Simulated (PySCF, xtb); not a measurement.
CH11ClSi4, SMILES [SiH3][SiH]([SiH3])C[SiH2]Cl. Other conformers were not sampled.

Harmonic wavenumbers (cm⁻¹) from GFN2-xTB run with xtb at its own minimum, in rising order: 18, 34, 38, 52, 84, 92, 126, 163, 213, 373, 396, 409, 430, 443, 470, 484, 499, 565, 587, 611, 654, 691, 731, 769, 782, 798, 807, 811, 817, 821, 831, 1026, 1138, 1458, 2096, 2208, 2218, 2222, 2226, 2232, 2237, 2243, 2269, 2955, 2971.

**Question.** What does PBE0-D3(BJ)/def2-SVP (PySCF) give at its own minimum? (An estimate is asked for; the answer gives what the named calculation found.)

**Answer.** 37, 61, 83, 92, 97, 119, 129, 160, 249, 378, 420, 444, 480, 512, 520, 535, 557, 636, 659, 701, 717, 756, 793, 854, 862, 889, 930, 932, 935, 938, 953, 1021, 1065, 1367, 2210, 2214, 2216, 2222, 2226, 2231, 2233, 2246, 2252, 3064, 3137. Paired by order, the mean absolute difference is 54 cm⁻¹ and the zero-point energies are 63.0 and 65.9 kcal/mol.
